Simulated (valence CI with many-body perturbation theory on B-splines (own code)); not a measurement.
**Ga XVIII: what each term of the Hamiltonian does**

Computed by relativistic CI+MBPT: four valence electrons over a frozen Dirac-Fock core [Ne], radial functions for each j: 11 s, 11 p, 9 d, 7 f, 5 g, 2 h, 1 i, with the one-electron correlation potential Σ1, the two-electron term Σ2, the three-electron term Σ3, Breit, model QED; selected CI, second order for the rest (own B-spline code, finite nucleus).

No measured levels were compared; by estimate levels of excited configurations hold to 0.05 to 0.15 % of their energy, terms of the ground configuration to about 0.5 %.

Each rung adds one term. CI alone is the Dirac-Coulomb CI over the frozen core; QED comes last and gives the full result, which names the levels. Energies are above 3s2 3p2 3P_0 on the same rung, in eV.

Names give the largest LS component (configuration and term), which can be under half, so a name can repeat, a term be missing and a line seem to break the LS rules; names also repeat where a configuration has a term twice.

```tsv
Level	CI alone	Σ1	Σ2	Σ3	Breit	QED	Full
3s2 3p2 3P_1	3.538	+0.0165	+0.0131	+0.0039	-0.1002	+0.0109	3.482
3s2 3p2 3P_2	5.774	+0.0210	+0.0058	+0.0001	-0.1437	+0.0133	5.671
3s2 3p2 1D_2	11.933	+0.0362	-0.0055	-0.0070	-0.2176	+0.0212	11.760
3s2 3p2 1S_0	19.041	+0.0374	-0.0502	-0.0325	-0.1958	+0.0180	18.818
3s 3p3 5S°_2	40.195	-0.0939	+0.1867	+0.0457	-0.0732	-0.1370	40.123
3s 3p3 3D°_1	51.693	-0.0904	+0.0499	+0.0320	-0.0628	-0.1249	51.497
3s 3p3 3D°_2	51.852	-0.0879	+0.0565	+0.0324	-0.0813	-0.1244	51.648
3s 3p3 3D°_3	53.228	-0.0804	+0.0667	+0.0347	-0.1581	-0.1201	52.971
3s 3p3 3P°_0	59.509	-0.0785	-0.0120	+0.0119	-0.1045	-0.1224	59.203
3s 3p3 3P°_1	59.937	-0.0759	-0.0144	+0.0138	-0.1373	-0.1195	59.604
3s 3p3 3P°_2	60.164	-0.0756	-0.0114	+0.0198	-0.1602	-0.1103	59.826
3s 3p3 1D°_2	65.593	-0.0696	-0.0650	+0.0281	-0.2413	-0.0755	65.169
3s 3p3 3S°_1	72.956	-0.0837	-0.6168	-0.0114	-0.0677	-0.1412	72.035
3s2 3p 3d 3F°_2	74.005	-0.0885	-0.1173	-0.0316	-0.2337	-0.0027	73.531
3s2 3p 3d 3F°_3	76.088	-0.0758	-0.1085	-0.0336	-0.3137	+0.0066	75.563
3s 3p3 1P°_1	79.023	-0.0612	-0.5013	-0.0168	-0.1979	-0.1154	78.130
3s2 3p 3d 3F°_4	79.520	-0.0567	-0.0911	-0.0310	-0.4223	+0.0159	78.935
3s2 3p 3d 3P°_2	83.478	-0.0808	-0.5131	-0.0766	-0.2280	-0.0272	82.552
3s2 3p 3d 3D°_1	84.913	-0.0889	-0.5228	-0.0837	-0.2147	-0.0142	83.989
```

The middle columns are the shifts that each term adds.

Q: How does the ionisation energy move along the ladder, and which term matters most?

A: CI alone 639.03, + Σ1 639.77, + Σ2 639.65, + Σ3 639.51, + Breit 639.20, + QED 639.21 eV. The largest step is Σ1, 0.74 eV. NIST lists 640 ± 1.5 eV (semi-empirical).
